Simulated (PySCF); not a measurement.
Cl$_{2}$Mg, triplet, at a GFN2-xTB geometry (such geometries of metal compounds can be far from the true shape) (a higher spin typed on purpose: for a closed-shell molecule this is an excited state), atoms displaced at random by about 0.08 Å a coordinate; PBE/STO-3G, gradient (PySCF).

Input for PySCF:
```python
from pyscf import gto, scf, dft

mol = gto.Mole()
mol.atom = '''
    Mg   -0.05224457    0.08716619    0.03977632
    Cl    0.09389256   -0.04592740    2.37155410
    Cl   -0.04998246    0.14485204   -2.29109248
'''
mol.basis = 'sto-3g'
mol.spin = 2
mol.verbose = 3
mol.build()

mf = dft.UKS(mol)
mf.xc = 'pbe'
mf.kernel()
g = mf.nuc_grad_method()
grad = g.kernel()
```

Output, abridged:

```
SCF not converged.
SCF energy = -1107.32516368902 after 50 cycles  <S^2> = 2.0001483  2S+1 = 3.0000989
--------------- UKS gradients ---------------
         x                y                z
0 Mg     0.0035981876    -0.0023037344     0.0182156602
1 Cl    -0.0027641451     0.0022831160    -0.0337206332
2 Cl    -0.0008260524    -0.0000040075     0.0154913369
----------------------------------------------
```

The run did not converge; its last values are not results.
